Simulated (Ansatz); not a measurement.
A run on `[CH3][Cd][O]C(C)(C)C` with other settings.

```yaml
crystal:
  periodic: [false, false, false]
  atoms:
    - {symbol: C, position_ang: [-2.417740, 3.168483, -0.087515]}
    - {symbol: Cd, position_ang: [-0.803349, 1.845158, -0.043952]}
    - {symbol: O, position_ang: [0.829185, 0.721951, -0.000535]}
    - {symbol: C, position_ang: [0.797944, -0.680179, 0.022553]}
    - {symbol: C, position_ang: [2.250398, -1.147651, 0.056626]}
    - {symbol: C, position_ang: [0.112705, -1.221901, -1.230035]}
    - {symbol: C, position_ang: [0.067830, -1.179939, 1.267290]}
    - {symbol: H, position_ang: [-3.311070, 2.675417, 0.297050]}
    - {symbol: H, position_ang: [-2.201358, 4.040657, 0.530291]}
    - {symbol: H, position_ang: [-2.605427, 3.495376, -1.110599]}
    - {symbol: H, position_ang: [2.322294, -2.238299, 0.076770]}
    - {symbol: H, position_ang: [2.778288, -0.777730, -0.824608]}
    - {symbol: H, position_ang: [2.746820, -0.747131, 0.942791]}
    - {symbol: H, position_ang: [0.608932, -0.834672, -2.122676]}
    - {symbol: H, position_ang: [0.129885, -2.314609, -1.268205]}
    - {symbol: H, position_ang: [-0.937543, -0.906764, -1.257352]}
    - {symbol: H, position_ang: [0.531174, -0.761599, 2.163587]}
    - {symbol: H, position_ang: [0.083974, -2.270683, 1.343278]}
    - {symbol: H, position_ang: [-0.982934, -0.865915, 1.245261]}
basis:
  gaussian: {orbitals: x2c-TZVPPall}
hamiltonian: {xc: {name: HF}, dispersion: d4}
```

```sh
$ ansatz run in.yaml --threads 2 --pin off --events-out ev --progress --plain --max-ram 32768MiB --backend cuda --devices 0, --max-vram 18GiB
```

Output, abridged:

```
Functional definition: HF
2865 factors; their error is unknown
mean field evaluation 1: about -159527.2325 eV, gradient 5.5e1 eV
mean field evaluation 2: about -159532.3971 eV, gradient 3.2e1 eV
mean field evaluation 4: about -159534.3835 eV, gradient 2.4e0 eV
mean field evaluation 8: about -159534.4012 eV, gradient 3.6e-2 eV
mean field -159535.26630837 eV, -5862.8128999451 hartree, gradient 3.5e-5 eV, S^2 0.000000; 0 other end points of the search recorded, 0 dependent functions left out
reference -159535.26630837 eV, -5862.8128999451 hartree; 49, 49 occupied and 384, 384 virtual orbitals, 2865 factors
Total energy: -159536.81687838 eV, -5862.8698823419 hartree
Relativity: scalar
```

Hardware: 2 threads of an AMD EPYC 7R13 on a shared host and a share of an NVIDIA H100 80 GB. Wall time 6.5 s, peak host memory 0.93 GiB.
